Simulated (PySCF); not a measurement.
# How methods differ on the ionisation energy of Tb³⁺

Tb³⁺ [Xe] 4f8 [4f5/2^6 4f7/2^2, M_J = 6] → Tb⁴⁺ [Xe] 4f7 [4f5/2^6 4f7/2^1, M_J = 7/2], as a difference of total energies. Calculation: PySCF 2.14, in x2c-QZVPPall-2c; the two-component X2C-1e Hamiltonian. Correlated levels: [Ar] 3d10 frozen; the 34 highest virtual spinors dropped. "Screened" scales the spin-orbit matrix elements by Boettger's factors to mimic the two-electron term; Breit and QED terms are absent.

```csv
method,ionisation energy (eV)
GHF (spin-free),35.502
GMP2 (spin-free),39.161
GHF (screened spin-orbit),35.739
GMP2 (screened spin-orbit),39.414
```

Question: How much does correlation contribute at GMP2 (screened spin-orbit)?

Answer: 39.414 − (35.739) = 3.675 eV, measured against GHF (screened spin-orbit).

The spin-free rows relax to the high-spin LS determinant and lack the spin-orbit shift.

The labels give the starting determinants; with spin-orbit coupling the two ends relaxed to ⟨J²⟩ = 42.02, ⟨L²⟩ = 12.34, ⟨S²⟩ = 11.89 and ⟨J²⟩ = 15.76, ⟨L²⟩ = 0.12, ⟨S²⟩ = 15.65.

For comparison: 39.33 ± 0.04 eV (semi-empirical (NIST evaluation); NIST Atomic Spectra Database, ionization energies).
